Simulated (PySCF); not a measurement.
These 2 structures share the formula C3H7NOSi. Theory: PySCF 2.14.0, PBE0-D3(BJ)/def2-SVP geometry optimisation, gas phase. Energies are electronic, without zero-point or thermal terms, for one conformer each. No frequencies were run at this level. Point groups hold within 0.08 Å.

Question: Rank from lowest to highest electronic energy at this level (kcal/mol).
A. `[CH3:1][O:2][Si@H:3]([CH3:4])[C:5]#[N:6]` with C1–O2–Si3–C4 174°
B. `[CH2:1]=[CH:2][SiH2:3][C:4]([NH2:5])=[O:6]` with C1–C2–Si3–C4 -102°, C2–Si3–C4–N5 13°, Si3–C4–N5–H 0° and 178°

Answer: A (0.0), B (24.5).

As drawn, the lower has a C≡N group and an Si–O bond, which the higher lacks; the higher has a C=O bond, an N–H bond and a C(=O)–N unit, which the lower lacks.

| SMILES | E (Eh) | E rel (kcal/mol) | dipole (D) | point group | A, B, C (MHz) |
| --- | --- | --- | --- | --- | --- |
| CO[Si@H](C)C#N | -537.35091 | 0.0 | 3.13 | C1 | 3076, 2516, 1512 |
| C=C[SiH2]C(N)=O | -537.31188 | 24.5 | 4.22 | C1 | 5600, 1692, 1387 |
